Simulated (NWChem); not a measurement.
Molecule: C2H3F2NSi; SMILES F[Si@H]1C=N[C@@H]1F

```xyz
9

F     -1.1017    -1.8841    -0.1579
C     -0.3357    -0.9286     0.4692
N      1.1172    -1.1520     0.2432
C      1.5638     0.0106    -0.1149
Si    -0.1223     0.7869    -0.3674
F     -0.5647     2.1602     0.3586
H     -0.5405    -0.9748     1.5441
H      2.6315     0.1793    -0.2544
H     -0.5700     0.8647    -1.7812
```
Atoms are numbered in this order, from 1.

Computed with NWChem. Medium grid unless said otherwise, to which SCAN and Minnesota functionals are sensitive. Coordinates come from a B3LYP/6-31G* (spherical d) optimisation. B3LYP is NWChem's, with the RPA form of VWN correlation.

Question: Among these, which level gives the highest value of “orbital gap (eV)”?
A) LDA (Slater exchange, VWN5)/def2-TZVP
B) PBE/def2-TZVP
C) M06-2X/def2-TZVP
D) r2SCAN/def2-TZVP

Answer: C, M06-2X/def2-TZVP. Values: LDA (Slater exchange, VWN5)/def2-TZVP 3.40; PBE/def2-TZVP 3.51; r2SCAN/def2-TZVP 3.94; M06-2X/def2-TZVP 8.31
